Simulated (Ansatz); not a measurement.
Calculated with Ansatz (gas phase, PBE0-D4/def2-TZVP geometries, no zero-point term in ΔE). CCSD(T)/CBS adds triple-zeta CCSD(T) − MP2 to the extrapolated MP2 energy (def2 sets, frozen cores). This one scheme is used for every species. Functionals use def2-TZVPP. B3LYP here is the variant with VWN-RPA as its local correlation; programs differ in this. def2 core potentials past Kr. For Sn outer-core shells are correlated without core-valence functions, which leaves a few kJ/mol of doubt a bond. One conformer a species, not always the lowest.

Consider the ligand exchange at the Sn–O bond: `CC(C)[O][Sn][OH]` + HCl → `CC(C)[O][Sn][Cl]` + H₂O.

`CC(C)[O][Sn][OH]`:

```xyz
14

C    -0.926   -0.376    0.554
C    -0.142   -0.262   -0.742
C    -0.343    1.096   -1.391
O     1.232   -0.499   -0.588
Sn    2.698   -0.722    0.712
O     1.761   -0.708    2.459
H    -1.997   -0.270    0.365
H    -0.635    0.416    1.251
H    -0.766   -1.350    1.022
H    -0.522   -1.030   -1.433
H    -1.398    1.274   -1.615
H     0.006    1.889   -0.722
H     0.225    1.158   -2.321
H     0.806   -0.616    2.449
```

HCl:

```xyz
2

Cl   -0.456    0.244   -0.376
H     0.456   -0.244    0.376
```

`CC(C)[O][Sn][Cl]`:

Cartesian coordinates in Å:
```
C 1.360 0.290 0.101
C 0.017 0.477 -0.579
C -1.098 0.753 0.411
O -0.295 -0.632 -1.401
Sn -0.636 -2.547 -1.217
Cl -0.402 -2.888 1.147
H 1.643 1.193 0.647
H 1.320 -0.540 0.811
H 2.135 0.082 -0.640
H 0.093 1.334 -1.262
H -0.898 1.672 0.968
H -2.049 0.872 -0.113
H -1.190 -0.068 1.126
```

H₂O:

```xyz
3

O    -0.256    0.078   -0.282
H    -0.360   -0.537    0.447
H     0.617    0.459   -0.164
```

```tsv
level	ΔE (eV)
r2SCAN-D4	-0.80
B3LYP-D4	-0.83
ωB97X-V	-0.78
HF/def2-TZVPP	-0.88
MP2/def2-TZVPP	-0.80
SCS-MP2/def2-QZVPP	-0.80
HF/CBS(def2)	-0.88
MP2/CBS(def2)	-0.85
```

Q: What does CCSD(T)/CBS give? (Best estimate.)

A: Ansatz gave: -0.82 eV. The listed levels differ from it by 0.02, -0.01, 0.04, -0.06, 0.02, 0.02, -0.06, -0.03 eV.

Largest T1 diagnostic among the species: 0.016.

In def2-TZVPP, CCSD(T) changes the Hartree–Fock value by +0.11 eV (the triples alone add +0.01 eV) and MP2 by +0.08 eV. The D4 term adds −0.05 eV with B3LYP and −0.03 eV with PBE0; it sums over pairs of atoms, weighted by their polarisabilities, and B3LYP, whose exchange is more repulsive, gets the larger term.
